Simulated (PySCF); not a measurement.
Atom-mapped SMILES (the numbers label the heavy atoms): `[CH3:1][Al@@H-:2]1[Cl+:3][Al@H-:4]([F:5])[Cl+:6]1`. Each H is labelled by its parent atom.

Geometry: PBE0-D3(BJ)/def2-SVP; GIAO shifts from PySCF 2.14, gas phase, non-relativistic, averaged over equivalent atoms.

At B97-D/pcSseg-1 (155 basis functions, 19 s wall time on 1 thread of an Arm Neoverse V2, shared host):
| atoms | δ (ppm) |
| --- | --- |
| C1 | -6.5 |
| Al2 | 96.4 |
| Al4 | 22.7 |
| Cl3/Cl6 | 48.8 |
| F5 | -165.0 |
| H(Al2) | 4.55 |
| H(Al4) | 4.19 |
| H(C1) | -0.10 |

δ = σ(ref) − σ, references computed at the same level: TMS for ¹³C (σref 179.17), ¹H (σref 31.41); ²⁷Al (σref 496.81) vs AlH4-; ³⁵Cl (σref 925.42) against HCl; CFCl3 for ¹⁹F (σref 154.77).

**Question.** What do these become at KT3/pcSseg-1?

**Answer.** 
| atoms | δ at KT3/pcSseg-1 | change |
| --- | --- | --- |
| C1 | -5.6 | +0.9 |
| Al2 | 91.8 | -4.6 |
| Al4 | 20.7 | -2.0 |
| Cl3/Cl6 | 56.0 | +7.2 |
| F5 | -165.4 | -0.4 |
| H(Al2) | 4.53 | -0.02 |
| H(Al4) | 4.19 | +0.00 |
| H(C1) | -0.09 | +0.01 |

Shifts are taken against calculated references (same method and geometry level): TMS for ¹³C (182.31 ppm), ¹H (31.32 ppm); ²⁷Al (502.40 ppm) against AlH4-; ³⁵Cl (934.56 ppm) vs HCl; ¹⁹F (149.45 ppm) vs CFCl3.

The largest change is at Cl3/Cl6 (chlorine bonded to 2 Al, in a 4-membered ring). Cost: 155 basis functions, 18 s wall time on 1 thread of an Arm Neoverse V2, shared host.

Unscaled 19F shifts against computed CFCl3 carry errors that often reach 10 to 50 ppm.
